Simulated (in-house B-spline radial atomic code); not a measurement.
Configurations of Rb³⁺, with energies counted from [Ar] 3d10 4s2 4p4. Computed with a radial B-spline atomic code at the basis-set limit: scalar-relativistic (X2C) r2SCAN0, spin-polarised, spherical fractional occupations, exact exchange averaged over the configuration, Fermi nucleus of rms radius 4.2036 fm. Shells without spins written out take the highest spin.

Occupations are held fixed; configurations that lie above the ionisation limit could autoionise.

| configuration | E - E(ref) (eV) | highest orbital | its <r> (bohr) |
| --- | --- | --- | --- |
| [Ar] 3d10 4s2 4p3 4d1 | 20.691 | 4d up | 2.079 |
| [Ar] 3d10 4s2 4p3 5f1 | 42.034 | 5f up | 7.001 |
| [Ar] 3d10 4s1 4p4 5f1 | 60.154 | 5f up | 6.963 |
| [Ar] 3d9 4s2 4p4 5p1 | 133.54 | 5p up | 3.545 |

Task: Order these further configurations by energy, lowest first.
A. [Ar] 3d9 4s2 4p4 5f1
B. [Ar] 3d10 4s1 4p4 4d1
C. [Ar] 3d9 4s2 4p5
D. [Ar] 3d10 4s2 4p3 4f1

Result: D (37.018 eV), B (38.472 eV), C (100.37 eV), A (146.37 eV).
